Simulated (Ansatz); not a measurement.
# One arrangement of a pair

The pair of Cl⁻ (SMILES [Cl-], atom 1) and SiH₄ (SMILES [SiH4], atoms 2–6), both closed shells, in one local arrangement (a lower one may exist), relaxed at PBE0-D4/def2-TZVPD:

```
6
angstrom
Cl 0.6548 -0.0334 -2.3130
Si -0.0877 0.0045 0.3098
H -0.5976 -1.3357 -0.0735
H -0.5071 0.0261 1.7918
H -0.8432 1.1846 -0.1798
H 1.3808 0.1541 0.4647
```

Program: Ansatz 0.2.0. Basis: def2-TZVPPD, with def2-QZVPPD for the basis limit. Cores are frozen in the correlated methods. B3LYP uses VWN-RPA correlation. Extrapolation: Hartree–Fock as exp(−7.88 √X), correlation as X^−2.97. Interaction energies count from these two fragments, frozen as in the pair, with the counterpoise correction; negative means bound.

(1) What is the interaction energy by CCSD(T) at an estimated basis limit (MP2 extrapolated from triple and quadruple zeta, plus CCSD(T) − MP2 in triple zeta)? (An estimate is asked for; the value comes from the calculation.)

(2) Which atoms make the shortest contact between the fragments?

T1 diagnostic: at most 0.012.

Answers

(1) Computed: -14.92 kcal/mol. Hartree–Fock alone gives -9.21 kcal/mol at the basis limit. It counts from the two fragments frozen as in the pair.

The same quantity by other methods in triple zeta, and each one's difference from that estimate:
| method | E_int (kcal/mol) | difference |
| --- | --- | --- |
| PBE-D4 | -16.19 | -1.27 |
| revPBE-D4 | -16.73 | -1.81 |
| BLYP-D4 | -14.25 | 0.67 |
| r2SCAN-D4 | -15.59 | -0.67 |
| B97M-V | -15.26 | -0.34 |
| PBE0-D4 | -16.23 | -1.31 |
| B3LYP-D4 | -14.54 | 0.38 |
| HSE06-D4 | -16.20 | -1.28 |
| wB97X-V | -14.69 | 0.23 |
| wB97M-V | -15.30 | -0.38 |
| B2PLYP | -12.63 | 2.29 |
| HF | -8.98 | 5.94 |
| MP2 | -14.05 | 0.87 |
| CCSD | -12.70 | 2.22 |
| CCSD(T) | -13.35 | 1.57 |
Differences are method less estimate.

(2) Cl1 and Si2, 2.73 Å apart.

Energy to bend the free fragments (PBE0-D4 minima) into their shapes in the pair, CCSD(T)/def2-TZVPPD: SiH₄ 6.52 kcal/mol. This must be added to the interaction energy to get the binding energy from relaxed fragments.

Basis-set superposition shift (counterpoise-corrected less uncorrected): CCSD(T) 1.25; MP2 1.16; HF 0.09; PBE0-D4 0.11; wB97M-V 0.11 kcal/mol.

For scale, one of the runs: CCSD(T)/def2-TZVPPD, 167 basis functions, launched by `ansatz run in.yaml --threads 2 --pin off --events-out ev --progress --plain --max-ram 5222MiB`. The run took 11 s on 2 CPU threads of an Arm Neoverse V2 (shared host), with 1.2 GiB of host memory at its peak.
